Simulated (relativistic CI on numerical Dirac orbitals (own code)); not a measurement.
# Electric-dipole transitions in Os27+

Method of calculation: Dirac-Coulomb-Breit CI, separate exchange-only KLI orbitals for each configuration, QED by a radiative potential, unscaled Slater integrals (own radial code, finite nucleus).

Configuration list (outside the closed core [Ar] 3d10): 4s²4p⁶4d¹⁰4f³, 4s²4p⁶4d¹⁰4f²5s, 4s²4p⁶4d⁹4f⁴, 4s²4p⁶4d¹⁰4f5s², 4s²4p⁶4d¹⁰4f²5p, 4s²4p⁶4d¹⁰4f5s5p, 4s²4p⁵4d¹⁰4f⁴, 4s²4p⁶4d¹⁰4f²5d, 4s²4p⁶4d¹⁰4f5p², 4s²4p⁶4d¹⁰4f5s5d, 4s²4p⁶4d⁹4f³5s, 4s²4p⁶4d¹⁰4f5p5d, 4s²4p⁶4d⁹4f²5s², 4s4p⁶4d¹⁰4f⁴, 4s²4p⁶4d¹⁰4f²5f, 4s²4p⁴4d¹⁰4f⁵, 4s²4p⁶4d⁹4f³5p, 4s²4p⁶4d¹⁰4f²6s, 4s²4p⁶4d¹⁰4f5d², 4s²4p⁶4d¹⁰4f²5g, 4s²4p⁶4d¹⁰4f²6p, 4s²4p⁶4d¹⁰4f²6d, 4s²4p⁵4d¹⁰4f²5s², 4p⁶4d¹⁰4f⁵, 4s²4p⁵4d¹⁰4f³5s, 4s²4p⁶4d¹⁰4f²7s, 4s²4p⁶4d¹⁰4f²6g, 4s4p⁶4d¹⁰4f²5s², 4p⁶4d¹⁰4f⁴5s. Levels of other configurations are missing.

```
λ vac (nm)                        Lower                          Upper   A (s⁻¹)  log gf  S velocity/length
    5.4587     4s²4p⁶4d¹⁰4f³ ⁴I°9/2 [1]      4s²4p⁶4d⁹4f⁴ ⁴I11/2 [334]  4.40e+10   -0.63               0.65
    5.4965    4s²4p⁶4d¹⁰4f³ ⁴I°11/2 [2]      4s²4p⁶4d⁹4f⁴ ⁴I13/2 [373]  2.60e+10   -0.78               0.65
    5.5374    4s²4p⁶4d¹⁰4f³ ⁴I°13/2 [4]      4s²4p⁶4d⁹4f⁴ ²K15/2 [391]  4.70e+10   -0.46               0.63
    15.460  4s²4p⁶4d¹⁰4f²5s ²H11/2 [53]   4s²4p⁶4d¹⁰4f²5p ²G°9/2 [325]  3.11e+10    0.05               0.82
    15.673   4s²4p⁶4d¹⁰4f²5s ⁴F9/2 [49]  4s²4p⁶4d¹⁰4f²5p ²H°11/2 [249]  2.69e+10    0.08               1.09
    15.778   4s²4p⁶4d¹⁰4f²5s ⁴P3/2 [59]   4s²4p⁶4d¹⁰4f²5p ⁴D°5/2 [384]  6.60e+10    0.17               0.98
    15.785   4s²4p⁶4d¹⁰4f²5s ⁴H7/2 [42]   4s²4p⁶4d¹⁰4f²5p ⁴G°5/2 [136]  7.31e+10    0.21               0.85
    15.828   4s²4p⁶4d¹⁰4f²5s ²D5/2 [55]   4s²4p⁶4d¹⁰4f²5p ²F°7/2 [328]  3.81e+10    0.06               1.03
    15.839   4s²4p⁶4d¹⁰4f²5s ⁴F7/2 [48]   4s²4p⁶4d¹⁰4f²5p ⁴G°9/2 [224]  2.77e+10    0.02               1.05
    15.909   4s²4p⁶4d¹⁰4f²5s ⁴F5/2 [45]   4s²4p⁶4d¹⁰4f²5p ⁴G°7/2 [175]  5.69e+10    0.24               1.04
    15.930  4s²4p⁶4d¹⁰4f²5s ²H11/2 [53]   4s²4p⁶4d¹⁰4f²5p ²G°9/2 [271]  4.22e+10    0.21               0.83
    15.930  4s²4p⁶4d¹⁰4f²5s ⁴H13/2 [52]  4s²4p⁶4d¹⁰4f²5p ⁴I°15/2 [242]  7.87e+10    0.68               1.11
    15.945   4s²4p⁶4d¹⁰4f²5s ²H9/2 [47]   4s²4p⁶4d¹⁰4f²5p ⁴G°7/2 [194]  4.54e+10    0.14               0.84
    15.952   4s²4p⁶4d¹⁰4f²5s ⁴H9/2 [43]  4s²4p⁶4d¹⁰4f²5p ⁴I°11/2 [135]  7.03e+10    0.51               1.10
    15.958   4s²4p⁶4d¹⁰4f²5s ⁴F7/2 [48]   4s²4p⁶4d¹⁰4f²5p ²G°9/2 [209]  2.54e+10   -0.01               1.03
    15.966  4s²4p⁶4d¹⁰4f²5s ⁴H13/2 [52]  4s²4p⁶4d¹⁰4f²5p ²I°13/2 [237]  3.56e+10    0.28               0.98
    15.975  4s²4p⁶4d¹⁰4f²5s ⁴H11/2 [46]  4s²4p⁶4d¹⁰4f²5p ⁴I°13/2 [181]  7.03e+10    0.58               1.10
    16.022   4s²4p⁶4d¹⁰4f²5s ⁴F9/2 [49]   4s²4p⁶4d¹⁰4f²5p ²G°9/2 [209]  3.07e+10    0.07               0.94
    16.042   4s²4p⁶4d¹⁰4f²5s ²G7/2 [51]   4s²4p⁶4d¹⁰4f²5p ⁴G°9/2 [224]  3.16e+10    0.09               1.07
    16.047   4s²4p⁶4d¹⁰4f²5s ⁴F3/2 [44]   4s²4p⁶4d¹⁰4f²5p ⁴F°3/2 [152]  5.97e+10   -0.04               0.94
    16.053   4s²4p⁶4d¹⁰4f²5s ⁴F9/2 [54]  4s²4p⁶4d¹⁰4f²5p ²H°11/2 [302]  7.09e+10    0.52               1.08
    16.102  4s²4p⁶4d¹⁰4f²5s ²I13/2 [60]  4s²4p⁶4d¹⁰4f²5p ²H°11/2 [362]  2.61e+10    0.09               0.77
    16.115  4s²4p⁶4d¹⁰4f²5s ⁴H11/2 [46]  4s²4p⁶4d¹⁰4f²5p ²I°11/2 [173]  2.95e+10    0.14               0.96
    16.125  4s²4p⁶4d¹⁰4f²5s ²I11/2 [61]  4s²4p⁶4d¹⁰4f²5p ²H°11/2 [362]  4.35e+10    0.31               0.95
    16.148   4s²4p⁶4d¹⁰4f²5s ⁴H7/2 [42]   4s²4p⁶4d¹⁰4f²5p ⁴H°9/2 [122]  3.20e+10    0.10               1.08
    16.159  4s²4p⁶4d¹⁰4f²5s ²H11/2 [53]  4s²4p⁶4d¹⁰4f²5p ²H°11/2 [249]  3.24e+10    0.18               0.97
    16.160   4s²4p⁶4d¹⁰4f²5s ²F7/2 [58]   4s²4p⁶4d¹⁰4f²5p ²F°5/2 [308]  6.45e+10    0.18               0.88
    16.177   4s²4p⁶4d¹⁰4f²5s ⁴H7/2 [42]   4s²4p⁶4d¹⁰4f²5p ⁴H°7/2 [120]  4.55e+10    0.16               0.95
    16.193   4s²4p⁶4d¹⁰4f²5s ²F5/2 [50]   4s²4p⁶4d¹⁰4f²5p ⁴D°3/2 [206]  6.41e+10    0.00               0.89
    16.200   4s²4p⁶4d¹⁰4f²5s ⁴F9/2 [49]  4s²4p⁶4d¹⁰4f²5p ⁴G°11/2 [196]  4.74e+10    0.35               1.09
    16.215   4s²4p⁶4d¹⁰4f²5s ²H9/2 [47]  4s²4p⁶4d¹⁰4f²5p ²I°11/2 [173]  3.62e+10    0.23               1.11
    16.245  4s²4p⁶4d¹⁰4f²5s ²H11/2 [53]  4s²4p⁶4d¹⁰4f²5p ²I°13/2 [237]  3.51e+10    0.29               1.12
    16.308   4s²4p⁶4d¹⁰4f²5s ⁴H9/2 [43]   4s²4p⁶4d¹⁰4f²5p ⁴H°9/2 [122]  3.95e+10    0.20               0.94
    16.317   4s²4p⁶4d¹⁰4f²5s ²H9/2 [47]   4s²4p⁶4d¹⁰4f²5p ⁴G°9/2 [166]  3.72e+10    0.17               0.96
    16.416  4s²4p⁶4d¹⁰4f²5s ²I13/2 [60]  4s²4p⁶4d¹⁰4f²5p ²I°13/2 [324]  3.85e+10    0.34               0.95
    16.441  4s²4p⁶4d¹⁰4f²5s ²I11/2 [61]  4s²4p⁶4d¹⁰4f²5p ²I°13/2 [324]  3.34e+10    0.28               1.12
    26.077  4s²4p⁶4d¹⁰4f²5s ⁴H13/2 [52]   4s²4p⁶4d¹⁰4f²5p ²I°13/2 [77]  7.79e+09    0.05               0.94
    26.250  4s²4p⁶4d¹⁰4f²5s ⁴H13/2 [52]   4s²4p⁶4d¹⁰4f²5p ⁴G°11/2 [76]  1.15e+10    0.15               0.71
    26.384  4s²4p⁶4d¹⁰4f²5s ²I11/2 [61]   4s²4p⁶4d¹⁰4f²5p ²K°13/2 [86]  9.14e+09    0.13               1.24
    26.432  4s²4p⁶4d¹⁰4f²5s ⁴H11/2 [46]    4s²4p⁶4d¹⁰4f²5p ⁴H°9/2 [71]  1.04e+10    0.04               0.72
    26.435   4s²4p⁶4d¹⁰4f²5s ⁴H9/2 [43]    4s²4p⁶4d¹⁰4f²5p ⁴H°7/2 [67]  1.11e+10   -0.03               0.71
    26.478  4s²4p⁶4d¹⁰4f²5s ²I13/2 [60]   4s²4p⁶4d¹⁰4f²5p ²H°11/2 [84]  1.03e+10    0.12               0.66
    26.638   4s²4p⁶4d¹⁰4f²5s ⁴H7/2 [42]    4s²4p⁶4d¹⁰4f²5p ⁴I°9/2 [66]  9.36e+09    0.00               1.17
    26.710   4s²4p⁶4d¹⁰4f²5s ²H9/2 [47]   4s²4p⁶4d¹⁰4f²5p ⁴I°11/2 [70]  8.19e+09    0.02               1.19
    26.831  4s²4p⁶4d¹⁰4f²5s ²H11/2 [53]   4s²4p⁶4d¹⁰4f²5p ²I°13/2 [77]  8.59e+09    0.11               1.21
```

Terms are leading LS components. Brackets give the number of a level in order of energy, since labels repeat. The list gives strong lines, with weight on those to low levels, among the lowest 400 of 9933 levels, so that lines to higher ones, which can be the strongest, are missing. Levels whose partners in the same complex of configurations lie outside the list can be far off, and so can their lines. Rates are taken at the computed energies, electric ones in the length gauge. A velocity-to-length ratio far from 1 marks an uncertain rate.

At this charge energies of transitions that change n are usually good to better than 1 %, and those within a shell (Δn = 0) to a few per cent. Terms inside the open d or f shell come out 10 to 20 % too wide with unscaled integrals.

LS names give the leading component of a level, which can be under half, so a name can repeat, a term be missing and a line seem to break the LS rules.
